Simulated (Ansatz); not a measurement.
`O[SiH2][CH2][GeH3]` → `[CH2][SiH2]O`• + `[GeH3]`• at 298.15 K and 1 bar (homolysis of the C–Ge bond).

Program: Ansatz. Geometries: PBE0-D4/def2-TZVP. ΔE: electronic, gas phase. CCSD(T)/CBS adds triple-zeta CCSD(T) − MP2 to the extrapolated MP2 energy (def2 sets, frozen cores). No spin–orbit coupling; open shells (•) take unrestricted orbitals. For Ge outer-core shells are correlated without core-valence functions, which leaves a few kJ/mol of doubt a bond. Scalar relativity is left out up to krypton. Each species was taken in one conformer, which may not be the lowest.

| species | CCSD(T)/CBS energy (Eh) | H − E (kJ/mol) | S (J/(mol·K)) |
| --- | --- | --- | --- |
| `O[SiH2][CH2][GeH3]` | -2483.27897 | 236.7 | 367.2 |
| `[CH2][SiH2]O`• | -405.29627 | 158.5 | 302.3 |
| `[GeH3]`• | -2077.84911 | 63.3 | 229.7 |

H − E and S are ideal-gas, rigid-rotor, harmonic terms from PBE0-D4/def2-TZVP, for one conformer and one mirror image of each species, with the whole ground term of open shells counted as degenerate. 1 Eh = 2625.50 kJ/mol, R = 8.31446 J/(mol·K).

Question: By hand: ΔE, ΔH, ΔS and ΔG.

Answer: ΔE = (-405.29627) + (-2077.84911) − (-2483.27897) = 0.13359 Eh = 350.7 kJ/mol. Δ(H − E) = 158.5 + 63.3 − 236.7 = -14.9, so ΔH = 335.8 kJ/mol. ΔS = 302.3 + 229.7 − 367.2 = 164.8 J/(mol·K). ΔG = 335.8 − 298.15 × (164.8)/1000 = 286.7 kJ/mol.

Question: By hand: the equilibrium constant, and the temperature at which ΔG would vanish if ΔH and ΔS stayed fixed.

Answer: log₁₀ K = −ΔG/(RT ln 10) = -50.2. ΔG = 0 at ΔH/ΔS = 2038 K.

The number of gas molecules changes by +1, which sets the sign of ΔS. A doubt of 5 kJ/mol in ΔE shifts log₁₀ K by 0.9 here. Other conformers and mirror images would add mixing entropy, several J/(mol·K) or more a flexible species. Modes under 60 cm⁻¹, often nearly free rotors, make the harmonic entropy too high. These are equilibria of isolated gas molecules and say nothing of rates. Largest T1 diagnostic: 0.012 (customary marks: 0.02 for closed shells, 0.045 for open ones).
